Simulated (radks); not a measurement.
Results of a calculation; reference values are marked as such.
Problem. All-electron atom: La21+ in [Kr]. Code: a radial shooting solver on a logarithmic mesh with Libxc functionals. Model: scalar-relativistic Kohn-Sham, PBE, spin-polarised, spherical densities, finite nucleus; Fermi nuclear charge, rms radius 4.855 fm. Some entries of the table are withheld. Estimate them.

orbital,occ.,eigenvalue (eV),<r> (bohr)
1s,2,(1),(2)
2s,2,-6751.065,0.1074
2p,6,-6112.697,0.09416
3s,2,-1873.738,(3)
3p,6,-1669.705,0.2803
3d,10,-1380.316,0.2560
4s,2,-759.6957,0.6058
4p,6,-687.2170,0.6258
4d,0,-582.8607,0.6441
5s,0,-406.6220,1.085
5p,0,-375.5642,1.130

Solution. 
(1) 1s eigenvalue (eV): -39332.69
(2) 1s <r> (bohr): 0.02507
(3) 3s <r> (bohr): 0.2829
